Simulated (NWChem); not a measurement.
Molecule: MgNH3O; SMILES [NH2][Mg][OH]

```xyz
6

Mg     0.0001    -0.0452    -0.0105
O     -0.0006    -1.8119     0.0242
H      0.0042    -2.7465    -0.1501
N     -0.0002     1.8416     0.0078
H     -0.8160     2.4468     0.0133
H      0.8162     2.4461     0.0144
```
Atoms are numbered in this order, from 1.

Program: NWChem. Coordinates come from a PBE0/def2-SVP optimisation. Ions are spin-unrestricted doublets at the neutral geometry; other ion states weren't tried.

For level PBE/def2-SVP:

* **vertical ionisation energy, ΔSCF (eV)**: 8.38
* **−ε(HOMO) (eV)**: 4.70

Question: Estimate the same quantities for level PBE0/def2-SVP.

Answer: 
| Property | Result |
|---|---|
| vertical ionisation energy, ΔSCF (eV) | 8.65 |
| −ε(HOMO) (eV) | 6.09 |
